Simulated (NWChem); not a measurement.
System: CH$_{6}$O$_{2}$Si$_{2}$; SMILES O=C([SiH3])[SiH2]O

The following NWChem deck was run.

```
start job
memory heap 200 mb stack 900 mb global 1100 mb
geometry units angstroms
  O     -0.054099    -1.556179     0.173426
  C     -0.313361    -0.362223     0.211939
  Si    -1.925904     0.230808     1.077766
  Si     0.980672     0.799144    -0.632780
  O      2.133834    -0.182595    -1.200777
  H     -1.510421     1.138394     2.146380
  H     -2.643188    -0.929192     1.593250
  H     -2.698529     0.947677     0.064103
  H      1.542490     1.689561     0.375464
  H      0.335990     1.495892    -1.739046
  H      2.033529    -1.124692    -1.057243
end
basis spherical
  * library def2-svp
end
dft
  xc xpbe96 cpbe96
  disp vdw 4
  iterations 150
end
driver
  maxiter 120
end
task dft optimize
task dft freq
```

The optimisation ended at a saddle point (imaginary frequency).

The level has its own optimisation; frequencies are unscaled. Brackets give each atom's bonded neighbours.

Problem. What results follow from this input? (PBE-D3(BJ)/def2-SVP.) Quantities: r C–O (Å); r C–Si [C(OSiSi)–Si(CHHH)] (Å); r C–Si [C(OSiSi)–Si(CHHO)] (Å); r O–Si (Å); highest harmonic frequency (cm⁻¹); lowest (cm⁻¹); zero-point energy (kcal/mol); dipole (D).

Solution. 
```yaml
r C–O (Å): 1.234
r C–Si [C(OSiSi)–Si(CHHH)] (Å): 1.949
r C–Si [C(OSiSi)–Si(CHHO)] (Å): 1.965
r O–Si (Å): 1.673
highest harmonic frequency (cm⁻¹): 3516
lowest (cm⁻¹): -52
zero-point energy (kcal/mol): 39.2
dipole (D): 2.05
```
